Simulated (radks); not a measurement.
Spherical jellium clusters: N electrons in a uniform positive sphere of charge N and radius rs N^(1/3), rs = 4.26 bohr. Level of theory: non-relativistic Kohn-Sham, PBEsol, spin-polarised, spherical densities (a radial shooting solver with Libxc functionals). Levels are named by radial order and angular momentum (1s, 1p, 1d, 2s, ...), and open shells are averaged over m. Each electron was tried in the lowest free levels, single moves between levels near the top were tried too, and the lowest total energy was kept; such a search can miss a lower state. Energies include the self-energy of the background; IP and EA are vertical (highest electron removed, lowest free level filled), at fixed background; spill-out counts the electrons outside the background radius R, and alpha is the static dipole polarisability from linear response (closed shells only). A dash means not computed or, for alpha, an open shell; in EA it means that no bound solution was reached, which is typical of self-interaction and does not show that the anion is unstable. Real open-shell clusters deform, which this model forbids.

| N | open shells | 2S | E/N (eV) | E(N+1) + E(N-1) - 2E(N) (eV) | EA (eV) | spill-out (e) |
|---|---|---|---|---|---|---|
| 1 | 1s(up 1, down 0) | 1 | -1.340 | - | - | 0.35 |
| 2 | none | 0 | -1.680 | 0.897 | - | 0.51 |
| 3 | 1p(up 1, down 0) | 1 | -1.495 | -0.614 | - | 0.80 |
| 4 | 1p(up 2, down 0) | 2 | -1.556 | -0.403 | - | 0.96 |
| 5 | 1p(up 3, down 0) | 3 | -1.673 | 0.404 | - | 1.07 |
| 6 | 1p(up 3, down 1) | 2 | -1.683 | -0.397 | - | 1.21 |
| 7 | 1p(up 3, down 2) | 1 | -1.747 | -0.258 | 1.514 | 1.31 |
| 8 | none | 0 | -1.828 | 1.058 | - | 1.41 |
| 9 | 1d(up 1, down 0) | 1 | -1.773 | -0.258 | - | 1.57 |
| 10 | 1d(up 2, down 0) | 2 | -1.755 | -0.211 | - | 1.71 |
| 11 | 1d(up 3, down 0) | 3 | -1.759 | -0.177 | 1.313 | 1.82 |
| 12 | 1d(up 4, down 0) | 4 | -1.777 | -0.150 | 1.480 | 1.91 |
| 13 | 1d(up 5, down 0) | 5 | -1.804 | 0.403 | 1.108 | 2.00 |
| 14 | 1d(up 5, down 1) | 4 | -1.799 | -0.189 | 1.321 | 2.10 |
| 15 | 1d(up 5, down 2) | 3 | -1.806 | -0.154 | 1.493 | 2.19 |
| 16 | 1d(up 5, down 3) | 2 | -1.823 | -0.129 | 1.637 | 2.27 |
| 17 | 1d(up 5, down 4) | 1 | -1.845 | -0.110 | 1.760 | 2.35 |
| 18 | none | 0 | -1.870 | 0.155 | 1.643 | 2.42 |
| 19 | 2s(up 1, down 0) | 1 | -1.885 | 0.282 | 1.422 | 2.57 |
| 20 | none | 0 | -1.885 | 0.294 | 1.143 | 2.77 |
| 21 | 1f(up 1, down 0) | 1 | -1.870 | -0.117 | 1.272 | 2.86 |
| 22 | 1f(up 2, down 0) | 2 | -1.862 | -0.106 | 1.386 | 2.94 |
| 23 | 1f(up 3, down 0) | 3 | -1.859 | -0.096 | 1.489 | 3.01 |
| 24 | 1f(up 4, down 0) | 4 | -1.861 | -0.087 | 1.582 | 3.08 |
| 25 | 1f(up 5, down 0) | 5 | -1.866 | -0.080 | 1.667 | 3.14 |
| 26 | 1f(up 6, down 0) | 6 | -1.873 | -0.073 | 1.744 | 3.20 |
| 27 | 1f(up 7, down 0) | 7 | -1.883 | 0.325 | 1.429 | 3.26 |
| 28 | 1f(up 7, down 1) | 6 | -1.880 | -0.092 | 1.530 | 3.33 |
| 29 | 1f(up 7, down 2) | 5 | -1.881 | -0.083 | 1.620 | 3.40 |
| 30 | 1f(up 7, down 3) | 4 | -1.885 | -0.075 | 1.702 | 3.46 |
| 31 | 1f(up 7, down 4) | 3 | -1.890 | -0.069 | 1.777 | 3.52 |
| 32 | 1f(up 7, down 5) | 2 | -1.898 | -0.063 | 1.846 | 3.58 |
| 33 | 1f(up 7, down 6) | 1 | -1.907 | -0.058 | 1.910 | 3.64 |
| 34 | none | 0 | -1.917 | 0.322 | 1.614 | 3.70 |
| 35 | 2p(up 1, down 0) | 1 | -1.917 | -0.049 | 1.688 | 3.84 |
| 36 | 2p(up 2, down 0) | 2 | -1.919 | -0.035 | 1.747 | 3.99 |
| 37 | 2p(up 3, down 0) | 3 | -1.921 | 0.278 | 1.502 | 4.13 |
| 38 | 2p(up 3, down 1) | 2 | -1.917 | -0.061 | 1.593 | 4.31 |
| 39 | 2p(up 3, down 2) | 1 | -1.914 | -0.046 | 1.668 | 4.48 |
| 40 | none | 0 | -1.912 | 0.046 | 1.618 | 4.65 |
| 41 | 1g(up 1, down 0) | 1 | -1.909 | -0.059 | 1.673 | 4.69 |
| 42 | 1g(up 2, down 0) | 2 | -1.908 | -0.055 | 1.725 | 4.73 |
| 43 | 1g(up 3, down 0) | 3 | -1.908 | -0.052 | 1.775 | 4.76 |
| 44 | 1g(up 4, down 0) | 4 | -1.909 | - | 1.821 | 4.80 |

All shells are closed at N = 2, 8, 18, 20, 34, 40 (there: 1s2 1p6 1d10 2s2 1f14 2p6); the second difference of the energy has clear peaks (12 % above both neighbours; the first and last values, which can be the largest, are not judged, and half-filled shells can peak too) at N = 5, 8, 13, 27, 34, 37, 40.
